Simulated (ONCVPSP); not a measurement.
# platinum: excitation energies, all-electron against ONCV

```
Element                 : platinum
Generator               : ONCVPSP 4.0.1
Type                    : optimised norm-conserving Vanderbilt (ONCV)
Functional              : LDA (Perdew-Wang 92)
Relativity              : non-relativistic
Frozen core             : [Kr] 4d10 4f14
Valence charge          : 18
Reference configuration : 5s2 5p6 5d9 6s1
Partial waves           : 5s+6s: rc 2.00 bohr, ncon 4, nbas 9, qcut 6.3 1/bohr, 2 projectors; 5p: rc 1.30 bohr, ncon 5, nbas 9, qcut 7.1 1/bohr, 2 projectors, debl 1.7 Ha; 5d: rc 2.30 bohr, ncon 5, nbas 10, qcut 7.5 1/bohr, 2 projectors, debl 1.5 Ha
Local potential         : polynomial inside 1.20 bohr (lpopt 5, dvloc0 0 Ha)
Core correction         : Teter function, fcfact 1.75, rcfact 1.05
```

In the p channel the program set the typed energies aside and used -1.884, 0.250 Ha.

Energies are relative to the spin-unpolarised reference configuration 5s2 5p6 5d9 6s1; without spin polarisation the order of configurations can differ from experiment.

| valence configuration | charge | ΔE all-electron (eV) | error AE − PS (meV) |
| --- | --- | --- | --- |
| 5s2 5p6 5d8 6s0 | +2 | 28.377 | +0.3 |
| 5s2 5p6 5d7 6s0 | +3 | 61.747 | +9.7 |

What are ΔE and the potential's error for 5s2 5p6 5d8 6s1?

ΔE = 12.601 eV all-electron; the error (AE − PS) is +1.7 meV.

What are ΔE and the potential's error for 5s2 5p6 5d9 6s0?

ΔE = 7.515 eV all-electron; the error (AE − PS) is -0.8 meV.

Note: no bound ghost flagged; GHOST(+) flagged for s at 64.6 eV.
